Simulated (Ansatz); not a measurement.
Input and output for C2H2N2O2Sn (`O=C=[N][SnH2][N]=C=O`).

```yaml
crystal:
  periodic: [false, false, false]
  atoms:
    - {symbol: O, position_ang: [-2.508695, -0.270076, 2.041341]}
    - {symbol: C, position_ang: [-1.760258, -0.743995, 1.247811]}
    - {symbol: N, position_ang: [-1.077724, -1.245710, 0.356181]}
    - {symbol: Sn, position_ang: [0.572886, -0.884591, -0.631391]}
    - {symbol: N, position_ang: [1.138742, 0.881210, 0.020751]}
    - {symbol: C, position_ang: [1.038612, 2.003075, -0.265408]}
    - {symbol: O, position_ang: [0.865252, 3.164585, -0.451592]}
    - {symbol: H, position_ang: [1.742715, -1.968026, -0.095165]}
    - {symbol: H, position_ang: [0.170448, -0.883840, -2.242754]}
basis:
  gaussian: {orbitals: x2c-TZVPPall, fitting: {mean_field: cc-pVTZ-jkfit}}
total_charge: 1
magnetization: {spin_polarized: true, initial_magnetization: 1}
hamiltonian: {xc: {name: revPBE}, dispersion: d3bjatm}
output: {forces: true}
```

```sh
$ ansatz run in.yaml --threads 4 --pin off --events-out ev --progress --plain --max-ram 11315MiB
```

Output, abridged:

```
Functional definition: revPBE
Error: <dir> the basis set cc-pVTZ-JKFIT has no functions for Sn
```
